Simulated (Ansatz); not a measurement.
**The atomisation energy (no zero-point term) down a group: Si to Sn**

One atom is swapped for its congeners: Si(SH)4; Ge(SH)4; Sn(SH)4. All are singlets with charge 0.

Shapes, held fixed at every level: PBE0-D4/def2-TZVP. Flexible molecules stand in one conformer, not always the lowest. Programs: Ansatz 0.2.0. Values in eV.

```tsv
level	Si(SH)4	Ge(SH)4	Sn(SH)4
HF/def2-SVP	19.09	17.62	16.68
PBE-D4/def2-TZVPP	29.10	27.46	26.47
B3LYP-D4/def2-TZVPP	28.34	26.67	25.73
r2SCAN0-D4/def2-TZVPP	28.40	26.73	25.68
B2PLYP/def2-TZVPP	27.83	26.25	25.25
CCSD(T)/def2-SVP	25.57	24.22	23.21
CCSD(T)/def2-TZVPP	27.54	26.16	25.11
```

At CCSD(T)/def2-TZVPP the atomisation energy falls at every step, from 27.54 to 25.11 eV. Every level shows the same order. For atoms past krypton def2 sets carry core potentials with scalar relativity. Relativity is left out for Ge unless named. Correlated rows may include outer-core shells of Ge, Sn, which these sets cover unevenly. Spin-orbit coupling, which grows down the group, is left out (summed over each molecule's free atoms 0.12, 0.22, 0.40 eV).
